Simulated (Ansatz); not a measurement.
Reaction (ligand exchange at a B–S bond): `BSBC` + `N[SiH2]F` → `BN[SiH2]F` + `CBS`

Isolated molecules relaxed with PBE0-D4/def2-TZVP in Ansatz; ΔE leaves out vibrations. CCSD(T)/CBS adds triple-zeta CCSD(T) − MP2 to the extrapolated MP2 energy (def2 sets, frozen cores). One conformer a species, not always the lowest.

| species | CCSD(T)/CBS(def2) energy (Eh) |
| --- | --- |
| `BSBC` | -489.06011 |
| `N[SiH2]F` | -446.07709 |
| `BN[SiH2]F` | -471.49877 |
| `CBS` | -463.66090 |

Question: Work out ΔE.

Answer: ΔE = (-471.49877) + (-463.66090) − (-489.06011) − (-446.07709) = -0.02247 Eh = -0.61 eV.

Largest T1 diagnostic among the species: 0.013.

Leaving LDA and LC-ωPBE aside and taking each functional with its dispersion term where it has one, the values, not all of them listed here, spread over 0.09 eV, from CAM-B3LYP-D4 to revPBE-D4. LDA lies −0.06 eV from PBE without D4. At CCSD(T), def2-SVP lies −0.19 eV from the extrapolated value and def2-TZVPP −0.03 eV.
